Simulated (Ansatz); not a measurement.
**Redistribution: CHBr3 + CH2ClI → CHBr2I + CH2BrCl**

Species: CHBr3 (bromoform) `BrC(Br)Br`, singlet; CH2ClI (chloroiodomethane) `ClCI`, singlet; CHBr2I (dibromoiodomethane) `BrC(Br)I`, singlet; CH2BrCl (bromochloromethane) `ClCBr`, singlet. The partners trade Br for I; both sit on C, so the bond types are kept.

Shapes, held fixed at every level: PBE0-D4/def2-TZVP. Programs: Ansatz 0.2.0. The zero-point and thermal change to 298 K, harmonic and unscaled (PBE0-D4/def2-TZVP), is +0.4 kJ/mol.

```
              level                   kind  ΔH(298 K) (kJ/mol)  less CCSD(T)/def2-TZVPP
   SPW92/def2-TZVPP                    LDA                +1.0                     +1.7
  PBE-D4/def2-TZVPP                    GGA                +0.1                     +0.8
B3LYP-D4/def2-TZVPP          global hybrid                -0.5                     +0.2
       MP2/def2-SVP    perturbation theory                -1.1                     -0.4
     MP2/def2-TZVPP    perturbation theory                -1.8                     -1.1
   CCSD(T)/def2-SVP  coupled cluster or CI                -0.5                     +0.2
      CCSD/def2-SVP  coupled cluster or CI                -0.5                     +0.2
 CCSD(T)/def2-TZVPP  coupled cluster or CI                -0.7                      0.0
```

The highest level, CCSD(T)/def2-TZVPP, gives ΔH(298 K) = -0.7 kJ/mol; the levels span -1.8 to +1.0. That is about zero within the method's error. They disagree on the sign: 2 of 8 are positive. The column of differences is taken from that level and isn't an error. No measured value is set beside it here. For atoms past krypton def2 sets carry core potentials with scalar relativity. Relativity is left out for Br unless named. Correlated rows may include outer-core shells of Br, I, which these sets cover unevenly.
